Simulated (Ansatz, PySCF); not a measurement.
The pair A = HCl (SMILES Cl) (first 2 atoms), B = C2H4 (SMILES C=C); geometry from B3LYP-D3(BJ)/def2-TZVP.
(charge 0, multiplicity 1):
```xyz
8

Cl     0.3088    -0.4808     0.0035
H      0.1925    -0.2875     1.2773
C     -0.5940     0.3638     3.4588
C      0.5624    -0.2560     3.6597
H     -1.5344    -0.1739     3.4527
H     -0.6456     1.4336     3.2966
H      1.5025     0.2822     3.6696
H      0.6137    -1.3252     3.8259
```

Frozen-core correlation. MP2 and its Hartree–Fock in aug-cc-pV(T+d)Z are density fitted. Rows in 6-31G* carry no dispersion term and start afresh at each structure (6-31G* with six Cartesian d functions).

The values were computed with Ansatz (a first-principles code) with Gaussian orbitals; PySCF for 6-31G* rows. Values without a source in brackets are computed.

Total energies (hartree), monomers frozen at their geometry in the pair:

```csv
structure,HF/6-31G*,MP2/aug-cc-pV(T+d)Z,CCSD(T)/aug-cc-pV(D+d)Z
AB,-538.0939868,-538.7272216,-538.6536432
A in the pair's basis,-460.0598821,-460.3168728,-460.2805241
B in the pair's basis,-78.0323649,-78.4049115,-78.3695948
A,-460.0595001,-460.3164219,-460.2796761
B,-78.0314150,-78.4044608,-78.3683338
```

Task: Work out the interaction energy without and with the counterpoise correction, and the superposition error, for each level.

Result: 
E(AB) − E(A) − E(B), times 627.509 kcal/mol, with the monomers in their own basis and then in the pair's basis:
- HF/6-31G*: -1.93 uncorrected, -1.09 corrected; the monomers gain 0.84 kcal/mol from borrowed functions
- MP2/aug-cc-pV(T+d)Z: -3.98 uncorrected, -3.41 corrected; the monomers gain 0.57 kcal/mol from borrowed functions
- CCSD(T)/aug-cc-pV(D+d)Z: -3.53 uncorrected, -2.21 corrected; the monomers gain 1.32 kcal/mol from borrowed functions
